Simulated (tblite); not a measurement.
Compound: C4H8F3OP.
Geometry (GFN2-xTB, Å), atoms numbered from 1 in this order:
```xyz
17
C4H8F3OP angstrom
O     -2.9099    0.9583    0.4389
C     -2.5966   -0.3475    0.0316
P     -1.1497   -0.3296   -1.1640
C      0.1545    0.1435    0.0856
C      1.5504    0.0963   -0.5298
C      2.5963    0.5327    0.4764
F      2.6069   -0.2429    1.5721
F      2.4062    1.7897    0.9022
F      3.8384    0.4869   -0.0323
H     -3.2326    1.4614   -0.3178
H     -3.4532   -0.8394   -0.4504
H     -2.3378   -0.8979    0.9404
H     -0.9276   -1.7105   -1.0901
H      0.0984   -0.5170    0.9551
H     -0.0742    1.1616    0.4150
H      1.8031   -0.9167   -0.8512
H      1.6204    0.7631   -1.3916
```

All values are computed: GFN2-xTB (tblite) harmonic vibrations without scaling, gas phase. This tight-binding method is rough: wavenumbers can miss measured ones by several per cent, in bad cases by 10 to 20. Modes of hydrogen on phosphorus can be 10 to 20 % off. One conformer, not necessarily the lowest.

Harmonic wavenumbers (cm⁻¹): 29.8, 48.5, 71.7, 99.7, 121.7, 208.1, 214.7, 307.1, 331.6, 349.3, 392.6, 475.4, 499.2, 579.3, 668.6, 714.9, 749.4, 813.1, 829.4, 840.1, 868.3, 955.1, 1039.7, 1057.1, 1064.9, 1076.7, 1110.2, 1162.9, 1186.6, 1216.3, 1237.7, 1250.2, 1307.4, 1317.0, 1433.2, 1440.0, 1445.0, 2261.4, 2871.4, 2947.1, 2951.3, 2960.7, 2987.2, 2994.8, 3533.3.

A = 2908, B = 533.7, C = 503.3 MHz; mass 160.026 u (most abundant isotopes); point group C1, symmetry number 1.

Zero-point energy?

Half the sum of the wavenumbers: 26010 cm⁻¹ = 311.15 kJ/mol.

Give the ideal-gas entropy at 273.15 K and 1 bar in the rigid-rotor, harmonic-oscillator model (classical rotation).

Translation 170.33, rotation 126.10, vibration 132.96: S = 429.4 J/(mol K).

And Cp and H(273.15 K) − H(0)?

Cp = 155.88 J/(mol K), of which vibrations give 122.62 (their classical limit is 45 R = 374.2); H(273.15 K) − H(0) = 27.00 kJ/mol without the zero-point energy, 17.91 from vibrations.

Blend soft modes into free rotors: weight 1/[1 + (100 cm⁻¹/ν̃)⁴] for the oscillator and the rest for a rotor with moment μB/(μ + B), μ = h/(8π²ν), B = 10⁻⁴⁴ kg m². What vibrational entropy results?

116.92 J/(mol K) in place of 132.96, which changes −T·S at 273.15 K by +4.38 kJ/mol.

How do the functions run with temperature in this model?

```tsv
T (K)	S (J/(mol K))	Cp (J/(mol K))	H − H(0) (kJ/mol)	G − H(0) (kJ/mol)	ln q(vib)
100	313.9	85.6	6.11	-25.28	2.78
200	385.7	125.9	16.70	-60.45	5.95
300	444.5	166.8	31.33	-102.02	8.87
500	547.0	235.9	72.05	-201.45	14.39
800	672.7	297.2	152.98	-385.16	21.95
1000	741.8	322.3	215.07	-526.77	26.51
```

q(vib) and H(0) count from the zero-point level.

What must be added to the electronic energy to get the Gibbs energy at 273.15 K and 1 bar?

ZPE + [H(273.15 K) − H(0)] − T·S = 311.15 + 27.00 − 117.29 = 220.86 kJ/mol.

Hindered rotation and anharmonicity are outside this model. Other conformers, if any are populated, would add a mixing term that is left out. The structure is chiral; the term R ln 2 for an equal mix with its mirror image is left out.
